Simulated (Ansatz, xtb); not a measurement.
## Ligand exchange: C2H7AlO + C4H10S → C2H7AlS + C4H10O

Species: C2H7AlO `C[CH2][AlH][OH]`, singlet; C4H10S (isobutyl mercaptan) `CC(C)CS`, singlet; C2H7AlS `C[CH2][AlH][SH]`, singlet; C4H10O (2-methyl-1-propanol) `CC(C)CO`, singlet. The partners trade OH for SH: Al–OH and C–SH bonds give way to Al–SH and C–OH.

Shapes, held fixed at every level: PBE0-D4/def2-TZVP. Flexible molecules stand in one conformer, not always the lowest. Programs: Ansatz 0.2.0, xtb 6.7.1. Electronic energies: no zero-point or thermal term.

Task: Estimate ΔE of this reaction.

Result: The highest level, CCSD(T)/CBS estimate, gives ΔE = +51.4 kJ/mol; the levels span +25.8 to +51.4. The column of differences is taken from that level and isn't an error. No measured value is set beside it here. The CBS estimate extrapolates MP2 from def2-TZVPP and def2-QZVPP and adds CCSD(T) − MP2 in the triple-zeta set, cores frozen. Times are processor times on shared x86 and Arm servers, and rough.

| level | kind | ΔE (kJ/mol) | less CCSD(T)/CBS estimate | CPU time (sum over the molecules) |
| --- | --- | --- | --- | --- |
| GFN1-xTB | semi-empirical | +25.8 | -25.6 | 0.25 s |
| HF/def2-TZVPP | Hartree–Fock | +42.4 | -9.0 | – |
| PBE-D4/def2-TZVPP | GGA | +41.0 | -10.4 | 37 s |
| r2SCAN-D4/def2-TZVPP | meta-GGA | +44.6 | -6.8 | 59 s |
| PBE0-D4/def2-TZVPP | global hybrid | +40.4 | -11.0 | 43 s |
| CCSD(T)/def2-TZVPP | coupled cluster or CI | +48.7 | -2.7 | 33 min |
| CCSD/def2-TZVPP | coupled cluster or CI | +48.5 | -2.9 | – |
| CCSD(T)/CBS estimate | coupled cluster or CI | +51.4 | 0.0 | 38 min |
